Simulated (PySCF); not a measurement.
Here is a computed PBE0-D3(BJ)/def2-SVP geometry (Å):
```
atom  x, y, z in Å
O1     2.6845   -0.6509    0.2764
C2     2.0770    0.3515    0.1095
F3     2.4968    1.4917    0.6884
C4     0.8489    0.5809   -0.7319
C5    -0.2020    1.4232    0.0036
C6    -0.8652    0.6336    1.1269
C7    -1.4734   -0.6647    0.6058
C8    -0.4308   -1.5159   -0.1119
C9     0.2607   -0.7402   -1.2300
H10    1.2208    1.1679   -1.5925
H11   -0.9659    1.7232   -0.7335
H12    0.2543    2.3489    0.3830
H13   -1.6317    1.2534    1.6185
H14   -0.1149    0.4014    1.9052
H15   -2.2931   -0.4206   -0.0948
H16   -1.9308   -1.2336    1.4309
H17    0.3302   -1.8538    0.6118
H18   -0.8918   -2.4285   -0.5221
H19   -0.4702   -0.5044   -2.0222
H20    1.0500   -1.3518   -1.6916
```

Charge 0, singlet.

Question: Which heavy atoms are bonded, and with what formal order?

Answer: O1–C2 1.18 Å (double); C2–F3 1.35 Å (single); C2–C4 1.51 Å (single); C4–C5 1.53 Å (single); C5–C6 1.52 Å (single); C6–C7 1.53 Å (single); C7–C8 1.53 Å (single); C8–C9 1.53 Å (single); C4–C9 1.53 Å (single). Bonds to hydrogen (Å): C4–H10 1.11; C5–H11 1.10; C5–H12 1.10; C6–H13 1.10; C6–H14 1.11; C7–H15 1.11; C7–H16 1.10; C8–H17 1.10; C8–H18 1.10; C9–H19 1.10; C9–H20 1.10.

Question: Which species is it?

Answer: `O=C(F)C1CCCCC1`, C7H11FO.

Question: What is the point group of this geometry?

Answer: C1 (no symmetry element, even within 0.4 Å).

Question: Which rings does it hold (smallest set)?

Answer: C4–C5–C6–C7–C8–C9 (6 members, 0.23 Å rms from planarity).

Question: Describe the place of each heavy atom.

Answer: O1: carbonyl oxygen; C2: acyl halide carbon; F3: acyl fluorine; C4: sp3 carbon next to a carbonyl; C5/C9: ring CH2 carbon; C6/C8: ring CH2 carbon; C7: ring CH2 carbon.

Question: What is the arrangement about C4?

Answer: It has 4 neighbours (C2, C5, C9, H10) and is distorted tetrahedral (angles from 104.0° to 112.0°).

Question: What is the arrangement about C2?

Answer: It has 3 neighbours (O1, F3, C4) and is planar (angles 128.8°, 119.8° and 111.4°, sum 360.0°, 0.01 Å off the plane of its three neighbours).
